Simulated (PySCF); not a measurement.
## Name the molecule from its bond curve

A diatomic of charge +1 contains Hg. Its singlet curve at r²SCAN0 in a double-zeta basis (scalar-relativistic core potentials, PySCF), in eV from the separated fragments:

R (Å), E (eV) and a bar:
```
    1.968     -0.589 ##########################
    2.059     -1.223 ###########
    2.151     -1.548 ###
    2.219     -1.650 
    2.288     -1.665 
    2.357     -1.615 #
    2.448     -1.479 #####
    2.563     -1.239 ##########
    2.700     -0.903 ###################
    2.883     -0.441 ##############################
```

The fit gives ωe = 369 cm⁻¹ and the rotational constant Bₑ = 0.1101 cm⁻¹.

**Question.** Which atom is the partner?

**Answer.** The minimum lies at 2.267 Å, so the reduced mass is 16.8576 u Å² cm⁻¹/(Bₑ·Re²) = 29.79 u. With Hg at 201.97 u the partner weighs about 34.9 u: Cl. The molecule is HgCl⁺.

Spin–orbit coupling is left out.
